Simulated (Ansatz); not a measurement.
Computed with Ansatz on PBE0-D4/def2-TZVP structures; ΔE is electronic, products minus reactants. CBS: MP2 limit from def2 TZ/QZ plus the TZ coupled-cluster correction, frozen cores. This one scheme is used for every species. DFT in def2-TZVPP. Each species was taken in one conformer, which may not be the lowest.

`C[SiH2]C(=O)O` + H₂ → `C[SiH2]C=O` + H₂O  (hydrogenolysis of a C–O bond)

| level | ΔE (kJ/mol) | difference from CCSD(T)/CBS |
| --- | --- | --- |
| LDA (SPW92) | 51.8 | 31.8 |
| PBE-D4 | 38.7 | 18.7 |
| revPBE-D4 | 39.1 | 19.1 |
| r2SCAN-D4 | 41.4 | 21.4 |
| ωB97X-V | 33.1 | 13.1 |
| BLYP | 29.8 | 9.8 |
| BHLYP | 21.9 | 1.9 |
| RPA@PBE/def2-TZVPP | 22.9 | 2.9 |
| MP2/def2-QZVPP | 25.7 | 5.7 |
| HF/CBS(def2) | 12.5 | -7.5 |
| CCSD(T)/CBS | 20.0 | 0 |

Largest T1 diagnostic among the species: 0.015.

In def2-TZVPP, CCSD(T) changes the Hartree–Fock value by +9.7 kJ/mol (the triples alone add +5.6 kJ/mol) and MP2 by +14.3 kJ/mol. At CCSD(T), def2-SVP lies +20.6 kJ/mol from the extrapolated value and def2-TZVPP +3.5 kJ/mol. Leaving LDA and LC-ωPBE aside and taking each functional with its dispersion term where it has one, the values, not all of them listed here, spread over 16.1 kJ/mol, from BHLYP-D4 to r2SCAN-D4. LDA lies +16.0 kJ/mol from PBE without D4.
